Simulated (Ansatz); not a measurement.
Cost and result up the ladder for B₈Sb₈ (16 atoms). Total charge 0; singlet. Geometry: PBE-D4/def2-SVP.

```xyz
16

B     1.4454   -0.4294    0.3931
B     1.4193    1.7424   -0.4002
B     1.8416    1.2918   -2.0612
B    -1.2640   -1.6146    2.5536
B    -1.5763   -1.5687    1.0197
B    -2.2074    0.6747   -1.6632
B     0.5024    0.9079    0.6157
B     0.8552    0.2927   -1.2336
Sb   -1.3377    0.7640    1.8492
Sb    0.3312   -1.0071    3.8653
Sb    3.2426    2.7451   -1.2757
Sb    0.7640   -2.3768    1.3365
Sb    3.2567   -0.3028   -0.9840
Sb   -2.7400   -1.7147   -0.8612
Sb   -3.8318    1.0262   -0.4179
Sb   -0.7010   -0.4306   -2.7363
```

Ansatz on 2 threads of AMD EPYC 7R13 on a shared host and a share (18 GiB) of an NVIDIA H100 80GB HBM3. Times are rough, and most runs start from the orbitals of an earlier one. No level here is sound enough to serve as a yardstick. Binding counts from free atoms at the same level (B doublet, Sb quartet; other spins of the atoms weren't run), without zero-point energy or a counterpoise term.

In the def2 sets Sb takes a core potential; there is no spin–orbit coupling. Correlated methods freeze 40 core orbitals; core or outer-core shells of Sb are correlated, in sets that lack core-valence functions. The rows differ in basis, and correlated rows in double-zeta sets carry the largest basis error. Single mean-field runs in def2-TZVP are fitted with def2-universal-jkfit. Another isomer (singlet) lies 3.32 eV lower at PBE0-D4/def2-TZVP; other spin states weren't run for this one.

Run but left out: PBE-QIDH/def2-TZVP (restricted singlet, unstable in another Hartree–Fock run and untested here).

Correlated methods converge slowly with the basis, most of all in double-zeta sets.

```tsv
level	functions	binding energy per atom (eV)	remarks
MP2/def2-SVP	320	3.35	restricted SCF unstable
RPA@PBE/def2-SVP	320	2.94	–
PBE-D4/def2-TZVP (with forces)	648	3.78	restricted SCF unstable in HF
PBE0-D4/def2-SVP	320	3.62	restricted SCF unstable in HF
PBE-D4/def2-SVP	320	3.80	–
PBE0-D4/def2-TZVP	648	3.60	restricted SCF unstable in HF
r2SCAN-D4/def2-TZVP	648	3.54	restricted SCF unstable in HF
```

Task: Estimate how long each takes.

Result: r2SCAN-D4/def2-TZVP 13 s; PBE0-D4/def2-TZVP 14 s; MP2/def2-SVP 15 s; PBE-D4/def2-SVP 15 s; PBE0-D4/def2-SVP 16 s; PBE-D4/def2-TZVP (with forces) 17 s; RPA@PBE/def2-SVP 19 s. On shared hardware such times vary by a factor of up to 3.
